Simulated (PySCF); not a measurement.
# Xenon: a sound run and one with changed settings

Sound run: Xe [Xe], Xe⁺ [Kr] 4d10 5s2 5p5. All numbers are calculated (PySCF 2.14, the spin-free X2C one-electron Hamiltonian (Gaussian nucleus), in x2c-SVPall (6s5p3d, 36 functions)). The sound run starts from symmetry-adapted Hartree-Fock orbitals and uses a fine grid where one is needed.

A second run was set up differently.

```csv
species,method,sound run (hartree),changed run (hartree),converged
Xe,UHF,-7442.66501,-7442.66494,no
Xe,MN15,-7450.56573,-7450.56451,no
Xe,TPSS,-7445.30712,-7445.30558,no
Xe⁺,UHF,-7442.23904,-7442.23901,no
Xe⁺,MN15,-7450.11325,-7450.11266,no
Xe⁺,TPSS,-7444.84953,-7444.84871,no
```

Question: What was changed?
A. basis contracted for another Hamiltonian
B. radial grid too coarse
C. a valence shell is frozen
D. level shift left on

Answer: D. It used initial guess 1e, at most 50 SCF cycles, level shift 10.0 hartree. A level shift slows the SCF but leaves a converged energy unchanged.
